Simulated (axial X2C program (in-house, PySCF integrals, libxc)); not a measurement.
**Worked dissociation energy of ZrSb: PBE0, spin-free**

All values were computed with an in-house relativistic program for diatomic molecules. Spin-free means the one-electron spin-free X2C Hamiltonian. Basis: Sb dyall-cv3z [11s12p8d4f1g], Zr dyall-cv3z [11s12p9d6f3g] (cores contracted in-house); Gaussian nuclei, density fitting, unrestricted open shells. Masses: Sb 120.904 u, Zr 89.905 u.

Molecular state: M_S = 1/2, Λ = 0 (beyond evenly filled blocks: σα).

| Quantity | Value |
| --- | --- |
| E(Sb) (2M_S = 3, M_L = 0) | -6480.467407 hartree |
| E(Zr) (2M_S = 2, M_L = 0) | -3597.958447 hartree |
| E(ZrSb) at Re | -10078.525036 hartree |
| ωe | 266.7 cm⁻¹ |
| ωexe | 1.3 cm⁻¹ |

Task: Work out De and D0.

Result: De = -6480.467407 + (-3597.958447) − (-10078.525036) = 0.09918 hartree = 2.699 eV. The zero-point energy is ωe/2 − ωexe/4 = 133 cm⁻¹ = 0.016 eV, so D0 = 2.682 eV.

Occupations by symmetry block were frozen at the best pattern of an incomplete PBE0 search. De is counted from the lowest determinant-based energies of the atoms at the same level, without counterpoise correction. Other states lie close and PBE0, whose exact exchange favours high spin, may order them wrongly; the determinant shown need not be the ground state. The nearest other spin-free determinant of the search, M_S = 1/2, Λ = 2, lies 0.28 eV up at the distance of the search. The determinant is spin-polarised beyond a pure state at some levels (its spin-free form has ⟨S²⟩ too high), which makes Re and μ there less reliable.

Each atomic determinant is the lowest at this level and need not be a pure term. Totals compare only within one Hamiltonian and basis.
